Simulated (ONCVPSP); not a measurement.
**Transferability test, ONCV potential for scandium (Sc)**

```json
{
  "Element": "scandium",
  "Generator": "ONCVPSP 4.0.1",
  "Type": "optimised norm-conserving Vanderbilt (ONCV)",
  "Functional": "PBEsol",
  "Relativity": "fully relativistic",
  "Frozen core": "[Ne]",
  "Valence charge": "11",
  "Reference configuration": "3s2 3p6 3d1 (charge +2)",
  "Partial waves": "3s: rc 1.75 bohr, ncon 3, nbas 7, qcut 6.1 1/bohr, 2 projectors, debl 1.9 Ha; 3p: rc 1.85 bohr, ncon 3, nbas 7, qcut 8 1/bohr, 2 projectors, debl 3.5 Ha; 3d: rc 1.95 bohr, ncon 4, nbas 8, qcut 8.3 1/bohr, 1 projector",
  "Local potential": "polynomial inside 1.60 bohr (lpopt 5, dvloc0 1 Ha)",
  "Core correction": "Teter function, fcfact 2.75, rcfact 1.15"
}
```

Open shells are filled in proportion to 2j + 1.

In the s channel the program set the typed energies aside and used -2.580, 0.250 Ha.

Energies are relative to the spin-unpolarised reference configuration 3s2 3p6 3d1; without spin polarisation the order of configurations can differ from experiment.

```tsv
valence configuration	charge	ΔE all-electron (eV)	error AE − PS (meV)
3s2 3p6 3d1 4s2	0	-19.555	+2.0
3s2 3p6 3d1 4s1	+1	-12.651	+1.5
3s2 3p6 3d1.5 4s1.5	0	-18.878	+0.5
```

Problem. What are ΔE and the potential's error for 3s2 3p6 3d0?

Solution. ΔE = 24.817 eV all-electron; the error (AE − PS) is +95 meV.

Levels in the configuration 3s2 3p6 3d1.5 4s1.5:

```
   level  all-electron (eV)  pseudo (eV)
3s j=1/2            -53.148      -53.112
3p j=3/2            -31.747      -31.731
3p j=1/2            -32.251      -32.235
3d j=5/2             -2.082       -2.082
3d j=3/2             -2.109       -2.109
4s j=1/2             -3.806       -3.804
```
